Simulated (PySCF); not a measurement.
S¹²⁺: ionisation energy

S¹²⁺ [He] 2s2 (1S) → S¹³⁺ [He] 2s1 (2S), as a difference of total energies. Calculation: PySCF 2.14, in an even-tempered Gaussian basis (17 s from 1.8 bohr⁻², ratio 2.2; 9 p from 2.9 bohr⁻², ratio 2.4; 6 d from 8.8 bohr⁻², ratio 2.4; 5 f from 13 bohr⁻², ratio 2.4; 4 g from 20 bohr⁻², ratio 2.4); no relativity, point nucleus. Correlated levels: nothing frozen; virtual orbitals above 40 to 60 times the deepest correlated orbital energy dropped. The calculations carry no spin-orbit coupling.

```
                 method  ionisation energy (eV)
                    UHF                  644.53
                    LDA                  645.18
                    PBE                  646.93
                   PBE0                  646.66
                 r2SCAN                  645.02
                  B97-3                  646.75
                  M06-L                  645.31
    MP2 (all electrons)                  647.69
SCS-MP2 (all electrons)                  648.28
```

**Question.** How much does correlation contribute at MP2 (all electrons)?

**Answer.** 647.69 − (644.53) = 3.16 eV, measured against UHF.

These non-relativistic numbers lack the scalar-relativistic shift.

For comparison: 651.96 ± 0.12 eV (semi-empirical (NIST evaluation); NIST Atomic Spectra Database, ionization energies).
